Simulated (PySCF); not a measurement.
These are M06-2X/def2-TZVP // B3LYP-D3(BJ)/def2-SVP (PySCF) values and carry that method's errors. Isolated molecules, 0 K electronic values unless said otherwise. Excitations are Tamm–Dancoff values on a coarser integration grid. The basis has no diffuse functions, so Rydberg states are missing or too high.

Reference species (SMILES): `c1c2c(cc(cc2sc1)[SiH3])C` (neutral, multiplicity 1).

```
Property                Value
-------------------  --------
LUMO                 -0.41 eV
S1 excitation (TDA)   4.72 eV
HOMO                 -7.34 eV
```

Changed species: `Cc1c([SiH3])sc2ccccc12`.

Task: What does the change do to the LUMO, S1 excitation (TDA) and HOMO?

Result: the LUMO hardly moves; the S1 excitation (TDA) rises by 0.02 eV, to 4.74 eV; the HOMO rises by 0.08 eV, to -7.26 eV.
